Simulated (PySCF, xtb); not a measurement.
CH7BN2O, SMILES CNB(N)O.

GFN2-xTB run with xtb at its own geometry gives an orbital gap of 7.17 eV and a dipole moment of 1.71 D.

Geometry: PBE0-D3(BJ)/def2-SVP. This is a generated structure with no PubChem entry under its InChIKey; it may be hypothetical. One conformer was computed; it need not be the lowest.

Q: What does PySCF with PBE0/def2-TZVP give? (The exact figures need the calculation; the answer reports its results.)

A: gap 7.33 eV (levels -6.54 and 0.79 eV), dipole 1.66 D.
